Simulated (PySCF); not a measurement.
# Broadened absorption spectrum of C2H13PSi3

Compound: C2H13PSi3.
Atom-mapped SMILES: `[CH3:1][Si@:2]([SiH3:3])([PH2:4])[CH2:5][SiH3:6]` (hydrogens: H7, H8, H9 on C1; H10, H11, H12 on Si3; H13, H14 on P4; H15, H16 on C5; H17, H18, H19 on Si6)

Structure used (GFN2-xTB), in Å, numbered top down from 1:
```xyz
19
C2H13PSi3 angstrom
C     -0.3350    0.8994   -1.8166
Si    -0.5790    0.3115   -0.0122
Si    -1.2470   -1.9297    0.0864
P     -2.0468    1.8013    0.8759
C      1.0442    0.6386    0.9580
Si     2.5905   -0.2745    0.3455
H      0.3926    0.2817   -2.3338
H     -1.2658    0.8549   -2.3756
H      0.0168    1.9272   -1.8507
H     -0.3176   -2.8222   -0.6104
H     -2.5669   -2.1410   -0.5198
H     -1.3532   -2.4154    1.4669
H     -2.2758    1.0572    2.0196
H     -3.1545    1.2652    0.2448
H      1.2411    1.7122    0.9464
H      0.8765    0.3802    2.0051
H      2.3504   -1.7185    0.4094
H      2.8817    0.1129   -1.0359
H      3.7381    0.0683    1.1895
```

Method: PySCF 2.14.0, density-fitted response routines, TDDFT CAM-B3LYP/def2-SVPD, vertical, gas phase, core orbitals frozen in the response.

Computed states:

```json
{"state": "S1", "E (eV)": "6.47", "f": "0.272"}
{"state": "S2", "E (eV)": "6.50", "f": "0.020"}
{"state": "S3", "E (eV)": "6.60", "f": "0.131"}
{"state": "S4", "E (eV)": "6.78", "f": "0.0047"}
{"state": "S5", "E (eV)": "7.28", "f": "0.106"}
{"state": "S6", "E (eV)": "7.31", "f": "0.149"}
{"state": "S7", "E (eV)": "7.51", "f": "0.125"}
{"state": "S8", "E (eV)": "7.64", "f": "0.022"}
```

Broadening: Gaussians 0.4 eV wide at half height, area fixed by f = 4.319×10⁻⁹ ∫ε dν̃. The width is an assumption, not a result. The curve ends short of the highest state used, and states not computed would add to its high-energy end.

(1) Give the broadened spectrum and its maxima.

(2) Coming from long wavelengths, where does ε first pass 100 L mol⁻¹ cm⁻¹?

(3) On this curve, what absorbance would a 10⁻⁴ mol/L sample give at 193 nm over a 1 cm path?

Answers

(1) 
E (eV), ε (L mol⁻¹ cm⁻¹) and a bar:
```
     5.87         41 
     5.89         62 
     5.92        112 
     5.95        195 
     5.98        330 
     6.00        461 
     6.03        742 #
     6.06       1159 #
     6.09       1756 ##
     6.11       2278 ##
     6.14       3283 ####
     6.17       4591 #####
     6.19       5647 ######
     6.22       7515 ########
     6.25       9711 ###########
     6.28      12187 ##############
     6.30      13951 ################
     6.33      16682 ###################
     6.36      19381 ######################
     6.39      21886 ########################
     6.41      23364 ##########################
     6.44      25175 ############################
     6.47      26383 #############################
     6.50      26900 ##############################
     6.52      26840 ##############################
     6.55      26156 #############################
     6.58      24816 ############################
     6.61      22930 ##########################
     6.63      21439 ########################
     6.66      18970 #####################
     6.69      16366 ##################
     6.72      13777 ###############
     6.74      12126 #############
     6.77       9840 ###########
     6.80       7855 #########
     6.82       6727 #######
     6.85       5353 ######
     6.88       4379 #####
     6.91       3813 ####
     6.93       3663 ####
     6.96       3776 ####
     6.99       4289 #####
     7.02       5189 ######
     7.04       5993 #######
```

Maxima: 191 nm (6.51 eV), ε about 27000, made up of S1 (66%) and S3 (28%) (ε in L mol⁻¹ cm⁻¹; maxima over ε = 5, shares over 10%). At its high-energy end, 7.04 eV, the curve is still rising (ε about 6000, from S5 and S6).

(2) At about 210 nm (5.91 eV), 0.55 eV below S1.

(3) 193 nm is 6.424 eV, where ε is about 24000 L mol⁻¹ cm⁻¹, so A = ε c l ≈ 2.4 (Beer–Lambert, with the gas-phase spectrum and the assumed width).

One conformer stands for the species.
